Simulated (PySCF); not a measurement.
**Pd: excitation energy**

Pd [Kr] 4d10 (1S) → Pd [Kr] 4d9 5s1 (3D), as a difference of total energies. Calculation: PySCF 2.14, in aug-cc-pVDZ-PP with ECP28MDF (5s5p4d2f, 54 functions); scalar relativity through the core potential. Correlated levels: valence: 4s2 4p6 frozen. The calculations carry no spin-orbit coupling.

| method | excitation energy (cm⁻¹) |
| --- | --- |
| UHF | -247.79 |
| MP2 (valence) | 9826.5 |
| SCS-MP2 (valence) | 9432.2 |
| CCSD (valence) | 6457.3 |
| CCSD(T) (valence) | 7195.3 |
